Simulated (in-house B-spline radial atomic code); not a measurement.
Mn²⁺. Computed with a B-spline radial atomic code. Model: all-electron spherical atom, spin shells full or empty, radial basis limit, no spin-orbit coupling, Breit or QED, empty-state partial waves extrapolated as (l+1/2)^-4, RPA, G0W0 and static COHSEX of the highest shell as one setting changes (uncorrelated shells keep exact exchange).

Given: element Mn; charge 2; filled core Ar; hamiltonian one-electron scalar X2C; mean-field start PBE0; highest l of empty states 9; nuclear rms radius 3.7057 fm; highest mean-field shell 3d up.

Shell: 3d 5 0 (electrons up and down).

```
lowest nl shells left uncorrelated  RPA correlation energy (hartree)  G0W0 level (eV)  G0W0 minus most complete (meV)  COHSEX level (eV)  linearised minus solved G0W0 (meV)
                                 0                            -1.525          -33.773                               0            -37.502                               -55.8
                                 1                           -1.3822          -33.772                             0.3            -37.502                               -55.8
                                 2                                 ?                ?                               ?                  ?                                   ?
                                 3                          -0.77972          -33.662                           110.6            -37.427                               -53.3
                                 4                                 ?                ?                               ?                  ?                                   ?
                                 5                          -0.15959          -33.707                            66.1            -36.262                               -62.8
```

(1) What follows for lowest nl shells left uncorrelated = 4?

(2) What follows for lowest nl shells left uncorrelated = 2?

## Answers

(1) RPA correlation energy -0.61626 hartree; G0W0 level -33.668 eV; G0W0 minus most complete 105 meV; COHSEX level -37.246 eV; linearised minus solved G0W0 -54.4 meV.

(2) RPA correlation energy -1.2202 hartree; G0W0 level -33.748 eV; G0W0 minus most complete 24.9 meV; COHSEX level -37.472 eV; linearised minus solved G0W0 -55.2 meV.
